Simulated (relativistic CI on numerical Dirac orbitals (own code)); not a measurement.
# d1 to d9 in one tetrahedral field

Computed with a parametric ligand-field model without spin-orbit coupling, by exact diagonalisation: B = 640, C = 2490, 10Dq = -3200 cm⁻¹ (Td; |10Dq|/B = 5.0) for every shell. Energies in cm⁻¹; the field energy is (0.6 n_e − 0.4 n_t2) × 10Dq of the ground term; g labels are left out.

| Shell | Ground term | Electrons in e | Field energy | First spin-allowed bands | Lowest term of other spin |
| --- | --- | --- | --- | --- | --- |
| d1 | 2E | 1.000 | -1920 | 2T2 3200 |  |
| d2 | 3A2 | 2.000 | -3840 | 3T2 3200, 3T1 5552 | 1E 9460 |
| d3 | 4T1 | 1.880 | -2175 | 4T2 2701, 4A2 5901 | 2E 8650 |
| d4 | 5T2 | 2.000 | -1280 | 5E 3200 | 3T1 10566 |
| d5 | 6A1 | 2.000 | 0 | none | 4T1 17030 |
| d6 | 5E | 3.000 | -1920 | 5T2 3200 | 3T1 10919 |
| d7 | 4A2 | 4.000 | -3840 | 4T2 3200, 4T1 5552 | 2E 11395 |
| d8 | 3T1 | 3.880 | -2175 | 3T2 2701, 3A2 5901 | 1T2 8961 |
| d9 | 2T2 | 4.000 | -1280 | 2E 3200 |  |

Every shell keeps the spin of the free ion. Tetrahedral fields of 3d complexes are almost always too weak to pair spins. High-spin d^(n+5) repeats the spin-allowed bands of d^n, since the half-filled shell is spherical.
